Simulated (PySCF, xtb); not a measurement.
BH3, SMILES B (connectivity only; charge and spin as stated), charge +1, multiplicity 2.

Geometry: r2SCAN-D4/def2-TZVPD. The multiplicity is an assumed one; other spin states were not compared. The isomer is the one that the SMILES or the coordinates give; other isomers of the formula were not compared.

The numbers are results of IEF-PCM-M06-2X/def2-TZVPD run with PySCF 2.14.0, not measurements.

The values are the electrostatic part of the solvation free energy, E(continuum) − E(gas) at the gas-phase geometry, in a cavity of scaled van der Waals radii (PySCF's table); cavitation and dispersion terms are not included.

Estimate the values in water (ε = 78.36), methanol (ε = 32.61), toluene (ε = 2.37). (An estimate is asked for; the answer gives what the named calculation found.)


| solvent | ε | ΔG(elec) (kcal/mol) |
|---|---|---|
| water | 78.36 | -73.0 |
| methanol | 32.61 | -71.6 |
| toluene | 2.37 | -42.6 |

For comparison, GFN2-xTB/ALPB(water) (xtb, at the GFN2-xTB geometry, all terms of that model) gives -74.8 kcal/mol.
